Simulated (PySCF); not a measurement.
A GIAO shielding run with PySCF 2.14.0 with density-fitted response routines (density fitting, non-relativistic, gas phase) on SMILES CCCC/P=C(\F)C(C)C, C8H16FP:

```
$ OMP_NUM_THREADS=1 python probes_run.py task.json out

{"job": {"kind": "nmr", "xc": "HF", "basis": "pcSseg-1", "pop": false}, "charge": 0, "multiplicity": 1}
C      3.805364     0.665163    -0.391751
C      3.413287    -0.802590    -0.309453
C      1.908166    -1.050431    -0.248717
C      1.232223    -0.467473     0.991789
P     -0.561225    -0.941995     1.156790
C     -1.261048     0.122440     0.050321
F     -0.531766     1.015086    -0.641621
C     -2.716177     0.243409    -0.281228
C     -3.571074    -0.832259     0.371984
C     -3.215582     1.652059     0.052307
H      4.895014     0.783479    -0.495819
H      3.501227     1.223211     0.507390
H      3.331840     1.155091    -1.258114
H      3.818133    -1.336682    -1.186194
H      3.893043    -1.266106     0.571359
H      1.428577    -0.624388    -1.146564
H      1.719333    -2.137085    -0.288515
H      1.733340    -0.837714     1.902675
H      1.310339     0.630800     1.003261
H     -2.774083     0.120711    -1.381062
H     -4.620028    -0.722053     0.059224
H     -3.233887    -1.842481     0.097449
H     -3.535325    -0.752680     1.470667
H     -4.251901     1.784503    -0.293104
H     -3.191098     1.817726     1.141078
H     -2.592097     2.419764    -0.426347
```

Hardware: 1 thread of an Intel Xeon Platinum 8259CL, shared host.

(1) How large is the calculation?

(2) How long does it take, and how much memory does it need?

(3) And these other runs on the same molecule and hardware: GIAO shielding at PBE0/pcSseg-1?

## Answers

(1) 88 electrons, 257 basis functions and 1350 auxiliary functions.

(2) 47 s of wall time, with 12 SCF cycles and 8 response iterations; peak memory 1.2 GiB. Times on a shared host scatter by some tens of per cent.

(3) PBE0/pcSseg-1: 257 functions, 92 s.
